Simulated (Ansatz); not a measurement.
`CSB(C)C` + `CNCN` → `CNC(C)N` + `CB(C)S`  (formal exchange of groups at a C–S bond)

Isolated molecules relaxed with PBE0-D4/def2-TZVP in Ansatz; ΔE leaves out vibrations. CCSD(T)/CBS is the MP2 limit (def2-TZVPP, def2-QZVPP) plus CCSD(T) − MP2 in def2-TZVPP, frozen cores. One conformer a species, not always the lowest.

```
  species  MP2/def2-SVP energy (Eh)
`CSB(C)C`                -541.52812
   `CNCN`                -189.76582
`CNC(C)N`                -228.92201
 `CB(C)S`                -502.38598
```

(1) Work out ΔE.

Largest T1 diagnostic among the species: 0.012.

## Answers

(1) ΔE = (-228.92201) + (-502.38598) − (-541.52812) − (-189.76582) = -0.01405 Eh = -0.38 eV. CCSD(T)/CBS gives -0.24 eV.

From BLYP to BHLYP (50 % exact exchange), in def2-TZVPP and without D4, ΔE moves by −0.07 eV. At CCSD(T), def2-SVP lies −0.15 eV from the extrapolated value and def2-TZVPP −0.02 eV. Leaving LDA and LC-ωPBE aside and taking each functional with its dispersion term where it has one, the values, not all of them listed here, spread over 0.09 eV, from B97M-V to BLYP-D4. LDA lies −0.09 eV from PBE without D4.
